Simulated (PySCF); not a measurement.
## NMR parameters from quadrupole coupling constants

Compound: C3H12N2Si2.
Z-matrix (Å and degrees, GFN2-xTB geometry), rows numbered from 1:
```
C 
C   1  1.3254
C   2  1.4977  1  121.11
Si  2  1.8884  1  123.56  3   178.28
N   4  1.7234  2  108.73  1    14.27
Si  5  1.7295  4  127.47  2  -171.66
N   6  1.7254  5  103.85  4   173.44
H   1  1.0774  2  121.79  3  -179.21
H   1  1.0810  2  122.47  3     0.34
H   3  1.0892  2  110.11  1  -119.98
H   3  1.0891  2  109.82  1   122.07
H   3  1.0890  2  111.82  1     1.09
H   4  1.4740  2  109.18  1   137.03
H   4  1.4670  2  110.40  1  -103.52
H   5  1.0075  4  115.35  2    30.31
H   6  1.4661  5  105.83  4    49.21
H   6  1.4646  5  114.07  4   -72.84
H   7  1.0065  6  117.58  5   174.90
H   7  1.0081  6  117.79  5   -50.79
```

Computed at PBE0/pcSseg-1 (PySCF, non-relativistic):

| atom | environment | nucleus | spin I | Q (b) | CQ = χzz (MHz) | η |
| --- | --- | --- | --- | --- | --- | --- |
| N5 | nitrogen bridging silicon atoms | 14N | 1 | 0.02044 | -3.474 | 0.517 |
| N7 | silicon-bound nitrogen | 14N | 1 | 0.02044 | -4.348 | 0.360 |

Task: Recover the principal values of the field gradient from CQ = 234.96 MHz × Q × Vzz, η = (Vxx − Vyy)/Vzz and a zero trace.

Result: Vxx = −Vzz(1 − η)/2 and Vyy = −Vzz(1 + η)/2, in au:

| atom | Vxx (au) | Vyy (au) | Vzz (au) | Vzz (10²¹ V/m²) |
| --- | --- | --- | --- | --- |
| N5 | 0.175 | 0.549 | -0.723 | -7.03 |
| N7 | 0.290 | 0.615 | -0.905 | -8.80 |

Task: PQ = |CQ|√(1 + η²/3), νQ = 3|CQ|/[2I(2I − 1)], ν0 = |g|·7.62259 MHz/T·B with g(14N) = 0.40376: values at 28.2 T?

Result: 
```csv
atom,PQ (MHz),νQ (MHz),ν0 (MHz),νQ/ν0
N5,3.626,5.211,86.79,0.060
N7,4.441,6.522,86.79,0.075
```

For N5: PQ = 3.474 × 1.0436, νQ = 3.474 × 1.5000, ν0 = 3.0777 MHz/T × 28.2 T.

Task: First-order 14N doublet splittings with the field along y and x of the gradient, (3/4)|CQ|(1 ± η)?

Result: N5: 3.954 and 1.258 MHz; N7: 4.433 and 2.089 MHz.

Task: In the extreme-narrowing limit, with isotropic tumbling and one correlation time, the quadrupolar linewidth goes as PQ². What relative widths follow for the 14N sites?

Result: N7 1, N5 0.67, with N7 as 1.

Task: Take a correlation time of 4 ps, isotropic tumbling and extreme narrowing. What quadrupolar relaxation rates and linewidths follow?

Result: 1/T1 = 1/T2 = (3π²/10)(2I + 3)/[I²(2I − 1)] × PQ² × τc; the width is 1/(πT2).

```tsv
site	spin factor (2I + 3)/[I²(2I − 1)]	1/T1 (s⁻¹)	T1 (ms)	linewidth (Hz)
14N at N5	5.000	779	1.28	248
14N at N7	5.000	1170	0.856	372
```

The structure is a single GFN2-xTB conformer in the gas phase; no vibrational or solvent corrections. GFN2-xTB bond lengths can be off by several hundredths of an ångström, more for odd bonds, and the gradients follow them. A larger basis could move these couplings by a tenth or more.
